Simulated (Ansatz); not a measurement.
C$_{4}$H$_{12}$O$_{2}$Si, septet, at the geometry of the source list (a higher spin typed on purpose: for a closed-shell molecule this is an excited state); SVWN5/def2-SVP in Ansatz (a first-principles code).

Ansatz was given this input:
Ansatz 0.2 input:
```yaml
crystal:
  periodic: [false, false, false]
  atoms:
    - {symbol: C, position_ang: [-1.94590000, -1.39060000, 0.63670000]}
    - {symbol: O, position_ang: [-0.61890000, -0.95920000, 0.69300000]}
    - {symbol: Si, position_ang: [0.08070000, 0.34400000, -0.01650000]}
    - {symbol: C, position_ang: [-0.67850000, 1.98930000, 0.54080000]}
    - {symbol: C, position_ang: [0.01830000, 0.16000000, -1.91570000]}
    - {symbol: O, position_ang: [1.59490000, 0.39160000, 0.56900000]}
    - {symbol: C, position_ang: [2.54260000, -0.63650000, 0.62760000]}
    - {symbol: H, position_ang: [-2.02320000, -2.30800000, 1.22120000]}
    - {symbol: H, position_ang: [-2.25080000, -1.59430000, -0.39240000]}
    - {symbol: H, position_ang: [-2.61670000, -0.63810000, 1.05870000]}
    - {symbol: H, position_ang: [-1.71260000, 2.06540000, 0.21830000]}
    - {symbol: H, position_ang: [-0.14440000, 2.83910000, 0.13110000]}
    - {symbol: H, position_ang: [-0.66130000, 2.08130000, 1.62220000]}
    - {symbol: H, position_ang: [0.47580000, -0.77320000, -2.23740000]}
    - {symbol: H, position_ang: [0.54630000, 0.96850000, -2.41190000]}
    - {symbol: H, position_ang: [-1.00220000, 0.16450000, -2.28970000]}
    - {symbol: H, position_ang: [3.47000000, -0.21140000, 1.01520000]}
    - {symbol: H, position_ang: [2.19990000, -1.43250000, 1.29280000]}
    - {symbol: H, position_ang: [2.72610000, -1.05990000, -0.36300000]}
basis:
  gaussian:
    orbitals: def2-SVP
hamiltonian:
  xc: {name: SVWN5}
magnetization: {spin_polarized: false, initial_magnetization: 6}
```

It wrote (shortened):

```
Functional definition: SVWN5
1810 factors; their error is unknown
mean field evaluation 1: about -16159.3509 eV, gradient 9.1e1 eV
mean field evaluation 2: about -16068.1341 eV, gradient 1.6e2 eV
mean field evaluation 4: about -16170.7579 eV, gradient 5.5e1 eV
mean field evaluation 8: about -16182.5291 eV, gradient 1.9e1 eV
mean field evaluation 16: about -16183.6812 eV, gradient 8.0e0 eV
mean field evaluation 32: about -16183.8891 eV, gradient 1.0e-4 eV
mean field evaluation 64: about -16183.6290 eV, gradient 6.5e0 eV
mean field evaluation 96: about -16182.8083 eV, gradient 3.6e0 eV
mean field evaluation 128: about -16183.8651 eV, gradient 1.2e0 eV
mean field evaluation 160: about -16178.5032 eV, gradient 9.3e0 eV
mean field -16183.88905079 eV, -594.7469527827 hartree, gradient 1.3e-5 eV, S^2 12.000000; 10 other end points of the search recorded, 0 dependent functions left out
reference -16183.88909787 eV, -594.7469545125 hartree; 36, 30 occupied and 126, 132 virtual orbitals, 1810 factors
Total energy: -16183.88909787 eV, -594.7469545125 hartree
```
